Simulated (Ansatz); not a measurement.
**A geometry optimisation of Cl2FH3Si2 with B3LYP-D3(BJ)/def2-SVP**

The starting geometry of this gas-phase singlet was optimised with GFN2-xTB; its bonds are those of `F[Si]([SiH3])(Cl)Cl`.

```xyz
8

Cl    0.2199   -1.7571   -0.0014
Cl    2.3347    0.6369   -0.7404
F     0.3846    0.7594    1.3490
Si    0.4385    0.2391   -0.1824
Si   -1.2215    1.3447   -1.3474
H    -0.9946    2.7912   -1.3045
H    -2.5307    1.0704   -0.7511
H    -1.2482    0.9183   -2.7474
```

Task: Predict what it relaxes into with B3LYP-D3(BJ)/def2-SVP.

Result: It keeps its bonds, and is `F[Si]([SiH3])(Cl)Cl`.

The energy falls by 0.14 eV over 8 steps:

```tsv
step	E − E(last) (eV)
1	0.137
2	0.034
3	0.008
4	0.004
5	0.001
6	0.000
7	0.000
8	0.000
```

Final geometry (Å):

```xyz
8

Cl    0.1318   -1.7678   -0.0856
Cl    2.3045    0.6848   -0.8523
F     0.4174    0.7671    1.4481
Si    0.4301    0.2733   -0.0957
Si   -1.2239    1.3502   -1.3384
H    -0.9768    2.8185   -1.3145
H    -2.5573    1.0389   -0.7530
H    -1.1432    0.8381   -2.7342
```

Frequencies at the end are all real (lowest 99 cm⁻¹). Run with Ansatz 0.2.0, 16 s on 2 threads of AMD EPYC 7R43 64-Core Processor (Zen 3), on a shared host.
